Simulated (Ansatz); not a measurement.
[MoO3(NH2)]- (MoNO3H2⁻). Charge -1, multiplicity 1. Geometry r2SCAN-D4/def2-SVPD, basis def2-TZVPD, Ansatz.

Cartesian coordinates in Å:
```
Mo -0.1426 0.3670 -0.6690
O -0.0655 2.0532 -0.2507
O 1.1054 -0.0202 -1.8134
O -1.7306 -0.0201 -1.2569
N 0.1856 -0.7838 0.9465
H 1.1264 -0.8341 1.3281
H -0.4788 -0.7620 1.7155
```

```csv
run,HOMO (eV),LUMO (eV)
A,-2.54,3.05
B,-5.68,4.62
C,-5.33,4.59
D,-1.87,2.85
E,-6.57,4.68
F,-1.77,2.90
```

In the def2 sets Mo takes a core potential; there is no spin–orbit coupling. LC-ωPBE has ω = 0.4 bohr⁻¹. HSE06 is defined as in plane-wave codes, on full-range PBE exchange.

Problem. The runs used B97M-V, HF, HSE06, LC-ωPBE, r2SCAN, ωB97X-V. Estimate which is which.

Solution. A HSE06 (range-separated); B LC-ωPBE (range-separated); C ωB97X-V (range-separated); D B97M-V (0 % exact exchange); E HF (100 % exact exchange); F r2SCAN (0 % exact exchange). Exact exchange lowers occupied and raises empty levels; among semilocal functionals meta-GGAs tend to open the gap a little, and such runs are hard to tell apart. The gap grows from 4.68 eV (r2SCAN) to 11.25 eV (HF).
